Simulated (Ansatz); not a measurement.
```xyz
7

N     0.1735    0.2309   -1.7108
In   -0.0210    0.1190    0.2824
S    -1.0534   -1.6551    1.4600
Br    0.6819    2.0933    1.5857
H     0.2560   -0.6420   -2.2123
H     0.8739    0.8786   -2.0433
H    -0.9110   -1.0247    2.6383
```

Charge 0, multiplicity 1. In takes the def2 core potential.

(1) List the ωB97M-V/def2-TZVPP orbital energies in eV (Ansatz). (Estimate.)

Answers

(1) Computed: Occupied: -13156.42, -2427.06, -1708.74, -1536.93, -1536.89, -1536.88, -394.55, -241.58, -221.02, -181.25, -181.09, -181.07, -164.12, -164.06, -163.96, -132.06, -88.48, -88.31, -88.20, -74.62, -74.58, -74.56, -74.44, -74.44, -26.67, -25.25, -25.12, -24.86, -24.78, -24.32, -23.40, -22.63, -16.03, -14.96, -13.61, -12.21, -11.09, -10.90, -10.44, -10.17, -9.86. Lowest empty: 0.10, 0.62, 1.38, 1.58, 2.39, 2.52, 4.00, 4.41.
